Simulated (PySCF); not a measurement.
Se(F)(SMe) (CH₃FSSe), SMILES CS[Se]F. Geometry optimised at PBE-D3(BJ)/def2-SVP. Other conformers were not sampled.

Computed equilibrium geometry at PBE-D3(BJ)/def2-SVP (PySCF confirms it by a frequency run) as Cartesian coordinates in Å (one conformer of several):
```xyz
7

Se     0.0087     0.5005     0.7194
F     -1.7672     0.7507     0.4395
S      0.5010    -1.2095    -0.4929
C      0.8220    -0.5281    -2.1691
H     -0.1108    -0.1125    -2.5928
H      1.1613    -1.3829    -2.7884
H      1.6119     0.2449    -2.1324
```
Charge 0, spin multiplicity 1.
